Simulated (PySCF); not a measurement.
Job file and geometry (Å, from GFN2-xTB) of an NMR shielding run on `C(CCN([SiH2]C#C)C)=C`, C7H13NSi, GIAO PBE0/pcSseg-1 NMR shielding, non-relativistic, gas phase (PySCF); density fitting, a coarse starting grid and PySCF grid level 2 are the driver's defaults:

```
$ OMP_NUM_THREADS=1 python probes_run.py task.json out

{"job": {"kind": "nmr", "xc": "PBE0", "basis": "pcSseg-1"}, "charge": 0, "multiplicity": 1}
C      3.181207    -1.900395     0.053232
C      2.674078    -1.030275    -0.604932
Si     1.839701     0.334106    -1.559083
N      0.545696     1.110231    -0.726814
C      0.811521     2.071570     0.314157
C     -0.749319     0.487331    -0.630880
C     -0.858784    -0.551815     0.500570
C     -2.173897    -1.256014     0.457677
C     -3.085953    -1.197756     1.409996
H      3.634363    -2.664908     0.618009
H      2.836659     1.376350    -1.811413
H      1.247181    -0.254418    -2.761828
H      0.940652     1.604436     1.297077
H     -0.016214     2.783040     0.379308
H      1.721986     2.617902     0.078108
H     -0.960168    -0.007189    -1.582364
H     -1.507248     1.265902    -0.477905
H     -0.732909    -0.060540     1.466701
H     -0.046192    -1.272575     0.371035
H     -2.361174    -1.831768    -0.439847
H     -2.925099    -0.631173     2.312760
H     -4.026496    -1.716490     1.335585
```

**Question.** Write the output of this run.

**Answer.** 
```
coarse grid: 18352 points
cycle   1  E = -618.0316293800  dE =  9.376e-01  |g| = 5.157e-01  |ddm| = 4.197e+00
cycle   2  E = -618.0244347209  dE =  7.195e-03  |g| = 5.529e-01  |ddm| = 1.111e+00
cycle   3  E = -618.0984110151  dE = -7.398e-02  |g| = 1.167e-01  |ddm| = 5.815e-01
cycle   4  E = -618.1008958964  dE = -2.485e-03  |g| = 5.266e-02  |ddm| = 1.202e-01
cycle   5  E = -618.1015186461  dE = -6.227e-04  |g| = 2.017e-02  |ddm| = 4.869e-02
cycle   6  E = -618.1016120808  dE = -9.343e-05  |g| = 4.619e-03  |ddm| = 1.809e-02
cycle   7  E = -618.1016168949  dE = -4.814e-06  |g| = 5.545e-04  |ddm| = 4.718e-03
final grid: 171216 points
cycle   8  E = -618.1568563203  dE = -5.531e-05  |g| = 9.362e-03  |ddm| = 3.830e-02
cycle   9  E = -618.1568503686  dE =  5.952e-06  |g| = 1.059e-02  |ddm| = 1.815e-02
cycle  10  E = -618.1568788106  dE = -2.844e-05  |g| = 1.423e-03  |ddm| = 1.017e-02
cycle  11  E = -618.1568792674  dE = -4.568e-07  |g| = 3.138e-04  |ddm| = 1.458e-03
cycle  12  E = -618.1568792884  dE = -2.100e-08  |g| = 8.217e-05  |ddm| = 3.070e-04
cycle  13  E = -618.1568792897  dE = -1.333e-09  |g| = 3.543e-05  |ddm| = 9.846e-05
cycle  14  E = -618.1568792900  dE = -2.901e-10  |g| = 1.103e-05  |ddm| = 3.663e-05
converged SCF energy = -618.1568792900

GIAO shielding tensors (ppm)
atom      isotropic    diamagn.    paramagn.     s11        s22        s33       span
  0 C       84.495     261.096    -176.601      3.654      7.296    242.534    238.880
  1 C       96.154     263.250    -167.096     -5.362      4.922    288.900    294.262
  2 Si     404.106     881.504    -477.399    348.842    384.332    479.143    130.301
  3 N      230.717     329.063     -98.346    212.162    223.883    256.106     43.944
  4 C      147.246     246.077     -98.831    121.923    134.181    185.635     63.712
  5 C      127.539     248.418    -120.879    101.399    118.024    163.194     61.795
  6 C      147.462     251.496    -104.034    125.572    149.039    167.775     42.203
  7 C       41.613     256.972    -215.359    -81.226     47.490    158.575    239.801
  8 C       64.765     253.099    -188.334    -47.449     85.447    156.297    203.745
  9 H       29.772      33.431      -3.659     24.810     25.069     39.437     14.628
 10 H       26.943      28.713      -1.770     23.058     25.698     32.072      9.014
 11 H       26.882      30.020      -3.138     23.383     25.550     31.712      8.328
 12 H       28.553      32.056      -3.504     24.237     26.962     34.460     10.222
 13 H       29.305      30.155      -0.850     25.388     26.463     36.064     10.676
 14 H       28.850      29.742      -0.892     24.283     27.226     35.041     10.758
 15 H       28.465      33.957      -5.492     23.957     28.733     32.705      8.747
 16 H       29.090      33.166      -4.076     24.454     29.388     33.428      8.975
 17 H       29.045      35.643      -6.598     25.079     30.102     31.954      6.875
 18 H       29.115      35.320      -6.205     23.859     29.040     34.446     10.587
 19 H       25.600      31.647      -6.048     23.087     24.641     29.072      5.986
 20 H       26.296      31.965      -5.669     22.892     25.436     30.561      7.669
 21 H       26.455      27.696      -1.241     23.508     25.263     30.592      7.084
```

**Question.** Turn these shieldings into chemical shifts. Referencing at the same level of theory: TMS for $^{13}$C (σref 186.93), $^{29}$Si (σref 349.16), $^{1}$H (σref 31.72); $^{15}$N (σref 267.73) against NH3.

**Answer.** Averaging equivalent atoms: C 7: 145.3; C 8: 122.2; C 0: 102.4; C 1: 90.8; C 5: 59.4; C 4: 39.7; C 6: 39.5; Si 2: -54.9; N 3: 37.0; H 19: 6.12; H 20: 5.42; H 21: 5.26; H 10/11: 4.80; H 15/16: 2.94; H 12/13/14: 2.81; H 17/18: 2.64; H 9: 1.94 ppm. Experimental scales use liquid or dissolved standards, which lie at an offset from isolated NH3 (liquid NH3: subtract about 20 ppm).

Size and cost of the density-fitted run: 225 basis functions, 110 s wall time on 1 thread of an Intel Xeon, shared host; peak memory 1 GiB.
